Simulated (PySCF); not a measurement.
**Polarisability and C₆ of C²⁺ (carbon, charge +2)**

[He] 2s2, closed-shell 1S. Calculation: PySCF 2.14, in aug-cc-pV5Z (7s6p5d4f3g2h, 127 functions); the non-relativistic Hamiltonian (point nucleus). Coupled (time-dependent) response in atomic units; α is the mean over directions.

```tsv
method	mean α (bohr³)	C₆ (like pair)	S(−4)
UHF	4.509	7.110	23.21
PBE	4.219	6.493	20.08
PBE0	4.278	6.618	20.68
TPSSh	4.315	6.869	19.90
PBEsol	4.240	6.551	20.22
```

S(−4) is the Cauchy moment in α(ω) = α(0) + S(−4) ω² + …

α(iu) at UHF:

```json
{"u (hartree)": "0", "α(iu) (bohr³)": "4.509"}
{"u (hartree)": "0.0500", "α(iu) (bohr³)": "4.452"}
{"u (hartree)": "0.100", "α(iu) (bohr³)": "4.289"}
{"u (hartree)": "0.200", "α(iu) (bohr³)": "3.748"}
{"u (hartree)": "0.300", "α(iu) (bohr³)": "3.111"}
{"u (hartree)": "0.500", "α(iu) (bohr³)": "2.057"}
{"u (hartree)": "0.750", "α(iu) (bohr³)": "1.288"}
{"u (hartree)": "1.00", "α(iu) (bohr³)": "0.8768"}
{"u (hartree)": "1.50", "α(iu) (bohr³)": "0.4882"}
{"u (hartree)": "2.00", "α(iu) (bohr³)": "0.3155"}
{"u (hartree)": "3.00", "α(iu) (bohr³)": "0.1667"}
{"u (hartree)": "5.00", "α(iu) (bohr³)": "0.07306"}
```

A single London oscillator, α(iu) = α/(1 + u²/ω²), gives C₆ = (3/4) ω α². Matching the computed C₆ needs ω = 4 × 7.110 / (3 × 4.509²) = 0.466 hartree.

For an ion, C₆ is the dispersion term alone; charge-induced terms of lower order in 1/R come first.
